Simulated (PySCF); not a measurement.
C2H6BNO3.
Z-matrix (Å and degrees, PBE0-D3(BJ)/def2-SVP geometry), rows numbered from 1:
```
C 
C   1  1.5064
O   2  1.2234  1  121.77
N   2  1.3653  1  116.19  3  -179.60
B   4  1.4624  2  123.68  1   179.92
O   5  1.3607  4  115.99  2  -179.58
O   5  1.3462  4  120.76  2     0.41
H   1  1.0954  2  109.14  3    -5.39
H   1  1.1012  2  110.02  3   114.52
H   1  1.1007  2  110.91  3  -126.36
H   4  1.0124  2  117.39  1     0.08
H   6  0.9628  5  110.86  4   179.81
H   7  0.9827  5  107.74  4    -0.70
```

Theory: PySCF 2.14.0, PBE0-D3(BJ)/def2-SVP geometry optimisation, gas phase.

Take the most abundant isotopes and a rigid rotor. The values belong to one conformer with, in the numbering `[CH3:1][C:2](=[O:3])[NH:4][B:5]([OH:6])[OH:7]`, C1–C2–N4–B5 180°, N4–B5–O6–H 180°, N4–B5–O7–H -1°.

(1) What are A, B and C (GHz)?

(2) Classify the top.

(3) Is it planar, by Δ = Ic − Ia − Ib?

(4) Which lines would a microwave search look for?

## Answers

(1) Ia = 90.01, Ib = 289.04, Ic = 375.86 u·Å²; 505379 MHz·u·Å²/I gives 5614, 1748 and 1345 MHz, that is A = 5.6145, B = 1.7485, C = 1.3446 GHz.

(2) An asymmetric top. Ray's parameter κ = (2B − A − C)/(A − C) = -0.811; −1 is the prolate and +1 the oblate limit.

(3) Not planar: Δ = Ic − Ia − Ib = -3.19 u·Å². For a rigid frame Δ = −2 Σ m c², so Σ m c² = 1.60 u·Å² lies off the ab plane, practically all of it from hydrogen. The atom farthest from that plane is 0.94 Å away.

(4) The dipole components are |μa| = 0.77 D, |μb| = 2.82 D, |μc| = 0.02 D. The squared components, which scale the intensities, stand as 0.07 : 1.00 : 0.00 (a : b : c). Some of the stronger lines:

| type | branch | J(Ka,Kc) | MHz | lower level (cm⁻¹) |
| --- | --- | --- | --- | --- |
| a | Q | 2(1,1) ← 2(1,2) | 1212 | 0.425 |
| b | R | 2(0,2) ← 1(1,1) | 2290 | 0.232 |
| a | R | 1(0,1) ← 0(0,0) | 3093 | 0.000 |
| b | Q | 1(1,0) ← 1(0,1) | 4270 | 0.103 |
| b | Q | 2(1,1) ← 2(0,2) | 4704 | 0.309 |
| b | Q | 3(1,2) ← 3(0,3) | 5409 | 0.614 |
| b | R | 3(0,3) ← 2(1,2) | 5668 | 0.425 |
| a | R | 2(0,2) ← 1(0,1) | 6156 | 0.103 |
| a | R | 2(1,1) ← 1(1,0) | 6590 | 0.246 |
| b | R | 1(1,1) ← 0(0,0) | 6959 | 0.000 |
| a | R | 3(1,3) ← 2(1,2) | 8655 | 0.425 |
| a | R | 3(2,2) ← 2(2,1) | 9279 | 0.852 |
| a | R | 3(2,1) ← 2(2,0) | 9398 | 0.853 |
| b | R | 2(1,2) ← 1(0,1) | 9648 | 0.103 |
| a | R | 3(1,2) ← 2(1,1) | 9866 | 0.465 |
| b | Q | 3(2,1) ← 3(1,2) | 11161 | 0.795 |
| b | Q | 2(2,0) ← 2(1,1) | 11628 | 0.465 |
| b | R | 3(1,3) ← 2(0,2) | 12147 | 0.309 |
| b | Q | 2(2,1) ← 2(1,2) | 12810 | 0.425 |
| b | Q | 3(2,2) ← 3(1,3) | 13434 | 0.714 |
| b | R | 2(2,1) ← 1(1,0) | 18188 | 0.246 |
| b | R | 2(2,0) ← 1(1,1) | 18622 | 0.232 |
| b | Q | 3(3,0) ← 3(2,1) | 20210 | 1.167 |
| b | Q | 3(3,1) ← 3(2,2) | 20358 | 1.162 |
| b | R | 3(2,2) ← 2(1,1) | 20877 | 0.465 |
| b | R | 3(2,1) ← 2(1,2) | 22238 | 0.425 |
| b | R | 3(3,1) ← 2(2,0) | 29607 | 0.853 |
| b | R | 3(3,0) ← 2(2,1) | 29639 | 0.852 |

Whether it is a minimum is left open (no frequencies). Constants of a rigid frame at the computed geometry: no zero-point averaging, no centrifugal distortion. A rigid rotor knows nothing of internal rotation, which can split or shift real lines. Quadrupole hyperfine structure (11B, 14N) is left out.

Hardware: an AMD EPYC 9R45 with one thread, shared host with 96 logical CPUs at a one-minute load of 41. Cost: 36 s of wall time, 0.51 GiB resident at most. This is the geometry optimisation.
